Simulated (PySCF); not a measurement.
Relaxation of quartet MoF3

Computed with PySCF, UB3LYP, basis Mo def2-SVP with ECP28, F def2-SVP (scalar-relativistic core potentials, no spin–orbit coupling, density fitting). A (50,194) grid was used.

A hand-made T-shaped start, of C2v symmetry, held to at least that symmetry:

```xyz
4
charge 0 multiplicity 4, angstrom
Mo    0.0000    0.0000   -0.2650
F     0.0000    0.0000    1.7550
F     2.0188    0.0000   -0.1945
F    -2.0188    0.0000   -0.1945
```

Optimiser trace:
| step | E − E(last) (kJ/mol) | largest gradient (Eh/bohr) |
| --- | --- | --- |
| 0 | 188.02 | 0.09852 |
| 1 | 86.88 | 0.04090 |
| 2 | 51.98 | 0.03704 |
| 3 | 20.22 | 0.02447 |
| 4 | 2.74 | 0.01059 |
| 5 | 1.26 | 0.00960 |
| 6 | 0.05 | 0.00320 |
| 7 | 0.00 | 0.00017 |
| 8 | 0.00 | 0.00005 |

It ends at D3h with Mo–F 1.858 Å (×3); F–Mo–F 120.0° (×3) (after a last refinement on a finer grid). The frequency run here used a shortcut that can spoil soft modes, so no verdict on minimum or saddle point is given. Other isomers or separated fragments may lie lower.

Other spin states or occupations of the open shell can lie lower.

The relaxation took about 100 core-seconds on a shared host.
